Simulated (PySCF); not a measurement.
Working out the ionisation energy of Ba

Ba [Xe] 6s2 (1S) → Ba⁺ [Xe] 6s1 (2S). Computed with PySCF 2.14 in ANO-RCC-VTZP (8s7p4d2f1g, 72 functions), with the spin-free X2C one-electron Hamiltonian (Gaussian nucleus). Frozen: [Kr] 4d10. Energies in hartree (1 hartree = 27.21139 eV):

| part | Ba (lower) | Ba⁺ (upper) |
| --- | --- | --- |
| UHF | -8131.292813 | -8131.134075 |
| MP2 opposite-spin | -0.148884 | -0.125827 |
| MP2 same-spin | -0.050420 | -0.044561 |

Question: What does Hartree-Fock give?

Answer: (-8131.134075) − (-8131.292813) = 0.158738 hartree = 4.319 eV.

Question: What do MP2 and SCS-MP2 (6/5 opposite-spin, 1/3 same-spin) give?

Answer: The opposite-spin parts differ by 0.627 eV and the same-spin parts by 0.159 eV. MP2: 4.319 + (0.627) + (0.159) = 5.105 eV. SCS-MP2: 4.319 + 1.2 × (0.627) + (0.159)/3 = 5.124 eV.

Measured between the centres of the two terms (NIST): 5.212 eV, so MP2 (valence and next inner shell) is off by -0.107 eV.

What remains against the reference includes basis incompleteness, the frozen core and correlation beyond second order.
